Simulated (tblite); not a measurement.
Compound: H₁₁N₃OSi₄.
SMILES with atom numbers: `[OH:1][Si@H:2]1[NH:3][SiH2:4][NH:5][SiH2:6][SiH2:7][NH:8]1` (hydrogens: H9 on O1; H10 on Si2; H11 on N3; H12, H13 on Si4; H14 on N5; H15, H16 on Si6; H17, H18 on Si7; H19 on N8)

Computed with GFN2-xTB (tblite), gas phase: L-BFGS steps from a force-field or distance-geometry start until the largest atomic force falls under 0.01 eV/Å.

Step 21: E = -695.1411 eV
```
atom  x, y, z in Å  |  force x, y, z in eV/Å
O1     -2.8316    1.5150   -0.9743   -0.123   0.001   0.024
Si2    -1.4162    0.7132   -0.8969    0.080   0.014  -0.162
N3     -0.2756    1.7265   -0.1062    0.076   0.093   0.035
Si4     1.4334    1.5258   -0.0672    0.106   0.028  -0.195
N5      1.9393    0.1884    0.9135   -0.031   0.095  -0.052
Si6     1.4428   -1.4660    1.1601   -0.146   0.087  -0.181
Si7    -0.5179   -2.0603    0.0612    0.149   0.096  -0.097
N8     -1.6701   -0.7726   -0.0624    0.000  -0.005  -0.024
H9     -3.2021    1.7145   -1.8289    0.039  -0.022   0.107
H10    -0.8774    0.4284   -2.2196   -0.013  -0.020  -0.089
H11    -0.6545    2.3689    0.5673   -0.047   0.015   0.011
H12     1.8779    1.3740   -1.4703   -0.065  -0.048   0.221
H13     1.9789    2.7502    0.5371   -0.021  -0.084   0.008
H14     2.7895    0.4015    1.4119    0.042  -0.019   0.001
H15     1.5336   -1.5600    2.6238   -0.142  -0.145   0.185
H16     2.5651   -2.3075    0.6953    0.035  -0.071  -0.058
H17    -0.2126   -2.4921   -1.3264    0.008   0.037   0.082
H18    -1.3476   -3.1529    0.5962    0.101  -0.016   0.165
H19    -2.5646   -0.8856    0.3785   -0.048  -0.037   0.020
```

Step 22: E = -695.1505 eV
```
atom  x, y, z in Å  |  force x, y, z in eV/Å
O1     -2.8364    1.5127   -0.9657   -0.063  -0.029   0.140
Si2    -1.4184    0.7146   -0.9127    0.091   0.037  -0.013
N3     -0.2722    1.7293   -0.1278    0.121   0.017  -0.027
Si4     1.4364    1.5297   -0.0695    0.103  -0.014  -0.105
N5      1.9388    0.1872    0.9099   -0.055   0.082  -0.050
Si6     1.4436   -1.4696    1.1603   -0.097   0.135  -0.124
Si7    -0.5146   -2.0567    0.0563    0.122   0.019  -0.042
N8     -1.6676   -0.7714   -0.0762    0.028  -0.008  -0.046
H9     -3.2184    1.7227   -1.8090   -0.018   0.013  -0.035
H10    -0.8823    0.4288   -2.2290    0.012  -0.030  -0.201
H11    -0.6460    2.3478    0.5662   -0.134   0.106   0.100
H12     1.8848    1.3811   -1.4649   -0.026  -0.053   0.126
H13     1.9811    2.7510    0.5477   -0.047  -0.116  -0.015
H14     2.7812    0.4079    1.4179    0.053  -0.038   0.010
H15     1.5172   -1.5599    2.6324   -0.117  -0.142   0.049
H16     2.5653   -2.3150    0.6887   -0.009  -0.024  -0.003
H17    -0.2052   -2.5066   -1.3245   -0.011   0.047   0.081
H18    -1.3418   -3.1457    0.6143    0.129   0.035   0.117
H19    -2.5552   -0.8786    0.3782   -0.080  -0.040   0.035
```

Task: Estimate the geometry and energy of step 23. (The exact step hangs on the optimiser's Hessian estimate; all steps are aligned on step 22, rigid shifts and turns removed.)

Result: E = -695.1582 eV, largest force 0.242 eV/Å
```
atom  x, y, z in Å  |  force x, y, z in eV/Å
O1     -2.8414    1.5101   -0.9550   -0.039  -0.035   0.050
Si2    -1.4183    0.7167   -0.9271    0.051   0.041   0.079
N3     -0.2674    1.7324   -0.1474    0.062   0.059   0.042
Si4     1.4404    1.5302   -0.0734    0.057  -0.011  -0.002
N5      1.9380    0.1883    0.9091   -0.083   0.036  -0.057
Si6     1.4428   -1.4693    1.1570   -0.020   0.120  -0.024
Si7    -0.5094   -2.0534    0.0520    0.042  -0.021   0.017
N8     -1.6642   -0.7705   -0.0890    0.026  -0.004  -0.054
H9     -3.2357    1.7317   -1.7916    0.021  -0.004   0.031
H10    -0.8850    0.4279   -2.2413    0.007  -0.021  -0.241
H11    -0.6413    2.3306    0.5672   -0.117   0.062   0.040
H12     1.8916    1.3894   -1.4599    0.024  -0.073  -0.005
H13     1.9801    2.7460    0.5563   -0.041  -0.092  -0.014
H14     2.7741    0.4114    1.4243    0.089  -0.033   0.033
H15     1.5009   -1.5603    2.6373   -0.097  -0.134  -0.078
H16     2.5646   -2.3224    0.6842   -0.057   0.031   0.041
H17    -0.1987   -2.5196   -1.3200   -0.018   0.043   0.041
H18    -1.3344   -3.1373    0.6318    0.150   0.070   0.079
H19    -2.5465   -0.8727    0.3782   -0.059  -0.034   0.021
```

The energy changes by -0.0077 eV. The first-order estimate −F·Δx gives -0.0108 eV and the mean of the old and new forces, exact on a quadratic surface, -0.0076 eV. The step makes an angle of 73° with the force vector and moves no atom by more than 0.026 Å.

The cost below is that of the whole relaxation. The run took 2.3 s on one thread of an Arm Neoverse V1 (shared host).
